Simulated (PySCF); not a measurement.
Electron affinity of Rb by level of theory

Rb⁻ [Kr] 5s2 (1S) → Rb [Kr] 5s1 (2S), as a difference of total energies. Calculation: PySCF 2.14, in aug-cc-pVTZ-X2C; scalar relativity by spin-free X2C-1e. Correlated levels: valence: [Kr] frozen. The calculations carry no spin-orbit coupling.

```tsv
method	electron affinity (eV)	error (eV)
UHF	-0.076	-0.562
LDA	0.578	+0.092
PBE	0.507	+0.021
PBE0	0.470	-0.016
r2SCAN	0.392	-0.094
BP86	0.591	+0.105
wB97M-V	0.468	-0.018
revPBE	0.491	+0.005
PW91	0.524	+0.038
MP2 (valence)	0.285	-0.201
SCS-MP2 (valence)	0.357	-0.129
```

Reference: 0.486 eV (measured; photodetachment measurements, as compiled on the Wikipedia data page of electron affinities).

Errors of the correlated levels include the incompleteness of this basis and the frozen core.

A negative affinity means that the anion lies above the atom at that level of theory.

In the anion the highest occupied orbital energy is positive at LDA, PBE, PBE0, r2SCAN, BP86, revPBE, PW91, a self-interaction effect; the basis confines that electron, and the energy difference can still be sensible.
